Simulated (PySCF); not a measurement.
## Ni (nickel, neutral) across methods

[Ar] 3d10, closed-shell 1S (an excited configuration). Computed with PySCF 2.14 in aug-cc-pVTZ (8s7p5d3f2g, 93 functions), with no relativity, point nucleus.

| method | E (hartree) | mean ε 3s (eV) | mean ε 3p (eV) | mean ε 3d (eV) | Σ⟨r²⟩ (bohr²) | ⟨S²⟩ |
| --- | --- | --- | --- | --- | --- | --- |
| PBEsol | -1506.749 | -99.052 | -62.041 | -1.934 | 30.40 | 0.000 |
| PBE0 | -1508.000 | -105.06 | -66.396 | -3.281 | 28.89 | 0.000 |
| r2SCAN | -1508.216 | -102.74 | -64.134 | -1.788 | 30.06 | 0.000 |
| revPBE | -1508.169 | -99.397 | -62.190 | -1.869 | 30.77 | 0.000 |
| M06-2X | -1508.176 | -109.23 | -70.418 | -5.314 | 27.75 | 0.000 |
| LDA | -1505.616 | -98.817 | -62.075 | -2.199 | 30.17 | 0.000 |
| UHF | -1506.66794 | -121.80 | -78.684 | -7.247 | 26.17 | 0.000 |
| PBE | -1508.024 | -99.391 | -62.236 | -1.960 | 30.64 | 0.000 |
| MN15 | -1508.484 | -99.089 | -65.187 | -4.279 | 27.99 | 0.000 |
